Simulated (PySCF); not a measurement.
Frontier orbitals and the lowest excitations

SnMe4, C4H12Sn.
Cartesian coordinates in Å at the PBE0-D3(BJ)/def2-SVP level; atoms count from 1:
```
atom  x, y, z in Å
Sn1   -0.0018    0.0002    0.0001
C2     0.0002   -0.0158    2.1568
H3    -1.0275    0.0528    2.5423
H4     0.5768    0.8362    2.5455
H5     0.4532   -0.9448    2.5328
C6     2.0317    0.0044   -0.7179
H7     2.0517   -0.0925   -1.8132
H8     2.5936   -0.8348   -0.2826
H9     2.5346    0.9425   -0.4410
C10   -1.0162    1.7679   -0.7063
H11   -0.9219    1.8528   -1.7988
H12   -0.5817    2.6678   -0.2471
H13   -2.0847    1.7257   -0.4499
C14   -1.0169   -1.7564   -0.7325
H15   -2.0184   -1.8354   -0.2851
H16   -0.4475   -2.6619   -0.4770
H17   -1.1251   -1.7086   -1.8259
```

Computed with TDDFT wB97X-D/def2-SVPD, vertical, gas phase, core orbitals frozen in the response, def2 core potentials past Kr (PySCF). Spin–orbit coupling is left out.

Frontier orbitals with the atoms that hold most of them (Löwdin shares over 4%, at most four atoms):

```json
{"orbital": "LUMO+2", "ε (eV)": "2.73", "atoms": "C2 20%, Sn1 12%, C14 10%, H4 8%"}
{"orbital": "LUMO+1", "ε (eV)": "2.73", "atoms": "C6 24%, Sn1 12%, H7 8%, H9 8%"}
{"orbital": "LUMO", "ε (eV)": "1.68", "atoms": "Sn1 43%, C10 5%, C14 5%, C2 5%"}
{"orbital": "HOMO", "ε (eV)": "-9.51", "atoms": "C6 39%, Sn1 20%, C2 10%, C14 6%"}
{"orbital": "HOMO-1", "ε (eV)": "-9.51", "atoms": "C2 30%, Sn1 20%, C14 19%, C10 6%"}
{"orbital": "HOMO-2", "ε (eV)": "-9.51", "atoms": "C10 34%, Sn1 20%, C14 19%, H12 5%"}
{"orbital": "HOMO-3", "ε (eV)": "-12.74", "atoms": "C6 20%, C14 20%, H15 10%, H9 10%"}
```

Within 0.005 eV of a neighbour in this list lie HOMO-2/HOMO-1/HOMO and LUMO+1/LUMO+2.

(1) The HOMO–LUMO gap is 11.19 eV. Where does the response calculation put the lowest singlet, and from which orbitals?

## Answers

(1) S1 is at 7.33 eV (f = 0.132), 3.86 eV below the gap, made of HOMO-2/HOMO-1/HOMO→LUMO (≥86%). S1/S2/S3 lie within about 0.01 eV of each other. 

Next come S2 at 7.33 eV (f 0.132), HOMO-2/HOMO-1/HOMO→LUMO (≥86%); S3 at 7.33 eV (f 0.133), HOMO-2/HOMO-1/HOMO→LUMO (≥86%); S4 at 8.20 eV (f 0.0000), HOMO-2/HOMO-1/HOMO→LUMO+1/LUMO+2 (≥62%), HOMO-2/HOMO-1/HOMO→LUMO+3 (≥30%); S5 at 8.23 eV (f 0.0000), HOMO-2/HOMO-1/HOMO→LUMO+1/LUMO+2 (≥82%).

Orbitals of the list HOMO-3 to LUMO+2 that lie within 0.01 eV of each other are written together with a slash and their weights summed (≥ marks a lower bound); for degenerate orbitals outside that list single weights are arbitrary.

Löwdin shares depend on the basis, the more so with diffuse functions.
